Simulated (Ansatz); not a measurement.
`C=C(CCl)[SiH2]F` + `B[SeH]` → `B[Se][SiH2]F` + `C=CCCl`  (ligand exchange at the Si–C bond)

Gas-phase electronic energies from Ansatz, PBE0-D4/def2-TZVP geometries. CCSD(T)/CBS adds triple-zeta CCSD(T) − MP2 to the extrapolated MP2 energy (def2 sets, frozen cores). DFT in def2-TZVPP. B3LYP here is the variant with VWN-RPA as its local correlation; programs differ in this. For Se outer-core shells are correlated without core-valence functions, which leaves a few kJ/mol of doubt a bond. Scalar relativity is left out up to krypton. One conformer a species, not always the lowest.

Task: Is it downhill or uphill in electronic energy at CCSD(T)/CBS, and by how much? (An estimate is asked.)

Result: Ansatz gave: Downhill: ΔE = -56.3 kJ/mol.

Task: What do these levels give: PBE-D4, r2SCAN-D4, B3LYP-D4, ωB97X-V, PBE, r2SCAN, CCSD/def2-TZVPP, CCSD(T)/def2-TZVPP, HF/def2-QZVPP, MP2/def2-QZVPP, MP2/CBS(def2), CCSD/CBS(def2)? (Estimate.)

Result: The calculation gave: PBE-D4 -54.7, r2SCAN-D4 -54.5, B3LYP-D4 -52.7, ωB97X-V -52.4, PBE -57.8, r2SCAN -55.5, CCSD/def2-TZVPP -52.4, CCSD(T)/def2-TZVPP -51.3, HF/def2-QZVPP -61.4, MP2/def2-QZVPP -57.9, MP2/CBS(def2) -59.8, CCSD/CBS(def2) -57.3 kJ/mol.

Largest T1 diagnostic among the species: 0.013.

In def2-TZVPP, CCSD(T) changes the Hartree–Fock value by +9.6 kJ/mol (the triples alone add +1.1 kJ/mol) and MP2 by +6.1 kJ/mol. The D4 term adds +4.7 kJ/mol with B3LYP and +2.7 kJ/mol with PBE0; it sums over pairs of atoms, weighted by their polarisabilities, and B3LYP, whose exchange is more repulsive, gets the larger term.
